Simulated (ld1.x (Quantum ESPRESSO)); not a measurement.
## lutetium (Lu) TM: all-electron and pseudo phase curves

```
Element                 : lutetium
Generator               : ld1.x (Quantum ESPRESSO) 7.5
Type                    : norm-conserving Troullier–Martins (Kleinman–Bylander form)
Functional              : PBE
Relativity              : fully relativistic
Frozen core             : [Kr] 4d10 5s2
Valence charge          : 23
Reference configuration : 4f14 5p6 5d1 6s2 6p0
Partial waves           : 5p (bound): rc 2.05 bohr; 5d (bound): rc 1.90 bohr; 4f (bound): rc 1.10 bohr; 6s (bound): rc 2.35 bohr
Local potential         : the s channel
Core correction         : none
```

Open shells are filled in proportion to 2j + 1 (rel_dist='average').

The phase is arctan(r·u′/u) with u = r·R(r), unwrapped; energies in Ry, scanned from -4 to 5 Ry. A pole is an energy at which the radial function vanishes at the test radius. The pseudo phase is shifted by a multiple of π to meet the all-electron one at the reference energy, and phase errors are pseudo minus all-electron; the curves can meet again beyond the range given. Levels narrower than the energy grid can be missing from the lists of poles.

```
channel  radius (bohr)  reference energy (Ry)  poles, all-electron  poles, pseudo  unbroken range about the reference energy with phases within 0.05 rad  phase error 1 Ry above the reference energy (rad)
      s           2.54                  -0.34                 3.51           1.68                                                            -3.9 to 0.2                                             -0.137
   p1/2           2.54                  -2.69          -2.52, 4.87          -2.51                                                           -2.8 to -1.0                                             +0.026
   p3/2           2.54                  -2.18                -1.92          -1.90                                                           -2.4 to -0.5                                             +0.025
   d3/2           2.54                  -0.14                 0.94           1.05                                                              below 1.8                                             +0.021
   d5/2           2.54                  -0.12                 1.04           1.16                                                              below 2.0                                             +0.020
   f5/2           2.54                  -0.77          -0.74, 4.58          -0.74                                                           -0.8 to -0.2                                             +0.074
   f7/2           2.54                  -0.66          -0.62, 4.62          -0.62                                                           -0.7 to -0.1                                             +0.082
```

Phases in the s channel:

```json
{"E (Ry)": "-4.00", "all-electron": "1.406", "pseudo": "1.347"}
{"E (Ry)": "-3.76", "all-electron": "1.382", "pseudo": "1.339"}
{"E (Ry)": "-3.52", "all-electron": "1.364", "pseudo": "1.330"}
{"E (Ry)": "-3.28", "all-electron": "1.349", "pseudo": "1.319"}
{"E (Ry)": "-3.04", "all-electron": "1.333", "pseudo": "1.308"}
{"E (Ry)": "-2.80", "all-electron": "1.317", "pseudo": "1.294"}
{"E (Ry)": "-2.56", "all-electron": "1.300", "pseudo": "1.279"}
{"E (Ry)": "-2.32", "all-electron": "1.280", "pseudo": "1.261"}
{"E (Ry)": "-2.08", "all-electron": "1.257", "pseudo": "1.240"}
{"E (Ry)": "-1.84", "all-electron": "1.230", "pseudo": "1.214"}
{"E (Ry)": "-1.60", "all-electron": "1.197", "pseudo": "1.182"}
{"E (Ry)": "-1.36", "all-electron": "1.155", "pseudo": "1.143"}
{"E (Ry)": "-1.12", "all-electron": "1.101", "pseudo": "1.091"}
{"E (Ry)": "-0.88", "all-electron": "1.028", "pseudo": "1.020"}
{"E (Ry)": "-0.64", "all-electron": "0.923", "pseudo": "0.919"}
{"E (Ry)": "-0.40", "all-electron": "0.766", "pseudo": "0.766"}
{"E (Ry)": "-0.16", "all-electron": "0.520", "pseudo": "0.516"}
{"E (Ry)": "0.08", "all-electron": "0.145", "pseudo": "0.113"}
{"E (Ry)": "0.32", "all-electron": "-0.313", "pseudo": "-0.402"}
{"E (Ry)": "0.56", "all-electron": "-0.704", "pseudo": "-0.833"}
{"E (Ry)": "0.80", "all-electron": "-0.965", "pseudo": "-1.109"}
{"E (Ry)": "1.04", "all-electron": "-1.132", "pseudo": "-1.285"}
{"E (Ry)": "1.28", "all-electron": "-1.242", "pseudo": "-1.409"}
{"E (Ry)": "1.52", "all-electron": "-1.320", "pseudo": "-1.508"}
{"E (Ry)": "1.76", "all-electron": "-1.377", "pseudo": "-1.601"}
{"E (Ry)": "2.00", "all-electron": "-1.421", "pseudo": "-1.706"}
{"E (Ry)": "2.24", "all-electron": "-1.456", "pseudo": "-1.859"}
{"E (Ry)": "2.48", "all-electron": "-1.485", "pseudo": "-2.165"}
{"E (Ry)": "2.72", "all-electron": "-1.509", "pseudo": "-2.958"}
{"E (Ry)": "2.96", "all-electron": "-1.530", "pseudo": "-3.873"}
{"E (Ry)": "3.20", "all-electron": "-1.549", "pseudo": "-4.232"}
{"E (Ry)": "3.44", "all-electron": "-1.566", "pseudo": "-4.387"}
{"E (Ry)": "3.68", "all-electron": "-1.582", "pseudo": "-4.474"}
{"E (Ry)": "3.92", "all-electron": "-1.597", "pseudo": "-4.530"}
{"E (Ry)": "4.16", "all-electron": "-1.611", "pseudo": "-4.571"}
{"E (Ry)": "4.40", "all-electron": "-1.625", "pseudo": "-4.602"}
{"E (Ry)": "4.64", "all-electron": "-1.639", "pseudo": "-4.627"}
{"E (Ry)": "4.88", "all-electron": "-1.653", "pseudo": "-4.649"}
```
